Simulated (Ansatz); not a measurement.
Reaction (redistribution): `O[SiH2][AlH][SiH3]` + `[CH3][Ge]([NH2])([F])[F]` → `[NH2][AlH][SiH2]O` + `[CH3][Ge]([F])([F])[SiH3]`

Gas-phase electronic energies from Ansatz, PBE0-D4/def2-TZVP geometries. CCSD(T)/CBS adds triple-zeta CCSD(T) − MP2 to the extrapolated MP2 energy (def2 sets, frozen cores). For Ge outer-core shells are correlated without core-valence functions, which leaves a few kJ/mol of doubt a bond. Scalar relativity is left out up to krypton. One conformer a species, not always the lowest.

| species | CCSD/CBS(def2) energy (Eh) |
| --- | --- |
| `O[SiH2][AlH][SiH3]` | -899.54744 |
| `[CH3][Ge]([NH2])([F])[F]` | -2371.54242 |
| `[NH2][AlH][SiH2]O` | -664.62534 |
| `[CH3][Ge]([F])([F])[SiH3]` | -2606.49443 |

Problem. Work out ΔE.

Solution. ΔE = (-664.62534) + (-2606.49443) − (-899.54744) − (-2371.54242) = -0.02991 Eh = -78.5 kJ/mol. CCSD(T)/CBS gives -78.9 kJ/mol.

Largest T1 diagnostic among the species: 0.013.

From PBE to PBE0 (25 % exact exchange), in def2-TZVPP and without D4, ΔE moves by +5.0 kJ/mol.
